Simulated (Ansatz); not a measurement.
Ideal-gas functions of CH4F2OSi (`C[Si](O)(F)F`) at 800 K and 1 bar, from an Ansatz frequency run at PBE0-D4/def2-TZVP.

Molar mass 98.12 g/mol, point group Cs (symmetry number 1), electronic degeneracy 1, moments of inertia 126.477, 136.358, 139.494 u Å². Harmonic wavenumbers (cm⁻¹, unscaled): 126, 172, 222, 245, 333, 343, 366, 698, 771, 785, 802, 921, 951, 993, 1297, 1446, 1448, 3066, 3153, 3154, 3928.

Use S(trans) = R[1.5 ln M + 2.5 ln T − 1.1517]; rotational temperatures θ = 24.2544 K / I; S(rot) = R[ln(√π/σ · √(T³/θAθBθC)) + 1.5]; for each mode x = 1.438777 ν̃/T, S = R[x/(eˣ − 1) − ln(1 − e⁻ˣ)] and H = RT x/(eˣ − 1); 1 cm⁻¹ = 0.0119627 kJ/mol; R = 8.31446 J/(mol·K).

Q: By hand: the entropy, in J/(mol·K).

A: Translation 186.6. Rotation: θ = 0.1918, 0.1779, 0.1739 K, giving 121.9. Vibration, mode by mode: 20.68, 18.10, 16.00, 15.20, 12.70, 12.46, 11.94, 6.95, 6.23, 6.10, 5.95, 5.01, 4.80, 4.52, 2.93, 2.38, 2.37, 0.22, 0.19, 0.19, 0.06, in all 155.0. Electronic 0.0. Sum 463.5 J/(mol·K).

Q: By hand: H − E and G − E in kJ/mol, counted from the electronic energy.

A: Zero-point energy ½ × 25220 × 0.0119627 = 150.8; thermal vibration 61.5; translation, rotation and pV give 4 RT = 26.6. H − E = 238.9 kJ/mol, and G − E = 238.9 − 800 × 463.5/1000 = -131.9 kJ/mol.

Vibration gives 33 % of the entropy, 20.7 J/(mol·K) of it from the mode under 150 cm⁻¹: soft modes count most, and the harmonic formula is weakest for them. The sum counts one conformer and one mirror image; others add a mixing term.
